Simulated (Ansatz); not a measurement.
`N[SiH](S)Cl` → `NS` + `[SiH]Cl` at 700 K and 1 bar (silylene formation by 1,1-elimination).

Computed with Ansatz on PBE0-D4/def2-TZVP structures; ΔE is electronic, products minus reactants. CCSD(T)/CBS adds triple-zeta CCSD(T) − MP2 to the extrapolated MP2 energy (def2 sets, frozen cores). This one scheme is used for every species. Each species was taken in one conformer, which may not be the lowest.

| species | CCSD(T)/CBS energy (Eh) | H − E (kJ/mol) | S (J/(mol·K)) |
| --- | --- | --- | --- |
| `N[SiH](S)Cl` | -1203.86139 | 191.8 | 437.6 |
| `NS` | -454.25783 | 129.1 | 297.4 |
| `[SiH]Cl` | -749.43948 | 49.2 | 290.2 |

H − E and S are ideal-gas, rigid-rotor, harmonic terms from PBE0-D4/def2-TZVP, for one conformer and one mirror image of each species. 1 Eh = 2625.50 kJ/mol, R = 8.31446 J/(mol·K).

**Question.** By hand: ΔE, ΔH, ΔS and ΔG.

**Answer.** ΔE = (-454.25783) + (-749.43948) − (-1203.86139) = 0.16408 Eh = 430.8 kJ/mol. Δ(H − E) = 129.1 + 49.2 − 191.8 = -13.5, so ΔH = 417.3 kJ/mol. ΔS = 297.4 + 290.2 − 437.6 = 150.0 J/(mol·K). ΔG = 417.3 − 700 × (150.0)/1000 = 312.3 kJ/mol.

**Question.** By hand: the equilibrium constant, and the temperature at which ΔG would vanish if ΔH and ΔS stayed fixed.

**Answer.** log₁₀ K = −ΔG/(RT ln 10) = -23.3. ΔG = 0 at ΔH/ΔS = 2782 K, far beyond where these terms or the molecules hold.

The number of gas molecules changes by +1, which sets the sign of ΔS. A doubt of 5 kJ/mol in ΔE shifts log₁₀ K by 0.4 here. Other conformers and mirror images would add mixing entropy, several J/(mol·K) or more a flexible species. These are equilibria of isolated gas molecules and say nothing of rates. Largest T1 diagnostic: 0.013 (customary marks: 0.02 for closed shells, 0.045 for open ones).
